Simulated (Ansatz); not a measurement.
`[O]=[Nb]([OH])([F])[Cl]` + NH₃ → `[NH2][Nb](=[O])([OH])[Cl]` + H–F at 500 K and 1 bar (ligand exchange at the Nb–F bond).

Program: Ansatz. Geometries: PBE0-D4/def2-TZVP. ΔE: electronic, gas phase. CBS: MP2 limit from def2 TZ/QZ plus the TZ coupled-cluster correction, frozen cores. This one scheme is used for every species. Elements past krypton have def2 core potentials. For Nb outer-core shells are correlated without core-valence functions, which leaves a few kJ/mol of doubt a bond. Each species was taken in one conformer, which may not be the lowest.

| species | CCSD(T)/CBS energy (Eh) | H − E (kJ/mol) | S (J/(mol·K)) |
| --- | --- | --- | --- |
| `[O]=[Nb]([OH])([F])[Cl]` | -767.67871 | 93.9 | 401.7 |
| NH₃ | -56.50880 | 108.2 | 211.8 |
| `[NH2][Nb](=[O])([OH])[Cl]` | -723.76288 | 160.5 | 429.2 |
| H–F | -100.39570 | 39.4 | 188.7 |

H − E and S are ideal-gas, rigid-rotor, harmonic terms from PBE0-D4/def2-TZVP, for one conformer and one mirror image of each species. 1 Eh = 2625.50 kJ/mol, R = 8.31446 J/(mol·K).

Task: By hand: ΔE, ΔH, ΔS and ΔG.

Result: ΔE = (-723.76288) + (-100.39570) − (-767.67871) − (-56.50880) = 0.02893 Eh = 76.0 kJ/mol. Δ(H − E) = 160.5 + 39.4 − 93.9 − 108.2 = -2.2, so ΔH = 73.8 kJ/mol. ΔS = 429.2 + 188.7 − 401.7 − 211.8 = 4.4 J/(mol·K). ΔG = 73.8 − 500 × (4.4)/1000 = 71.6 kJ/mol.

Task: By hand: the equilibrium constant, and the temperature at which ΔG would vanish if ΔH and ΔS stayed fixed.

Result: log₁₀ K = −ΔG/(RT ln 10) = -7.5. ΔG = 0 at ΔH/ΔS = 16773 K, far beyond where these terms or the molecules hold.

The number of gas molecules stays the same, so ΔS is small and ΔH decides. A doubt of 5 kJ/mol in ΔE shifts log₁₀ K by 0.5 here. Other conformers and mirror images would add mixing entropy, several J/(mol·K) or more a flexible species. These are equilibria of isolated gas molecules and say nothing of rates. Largest T1 diagnostic: 0.022 (customary marks: 0.02 for closed shells, 0.045 for open ones).
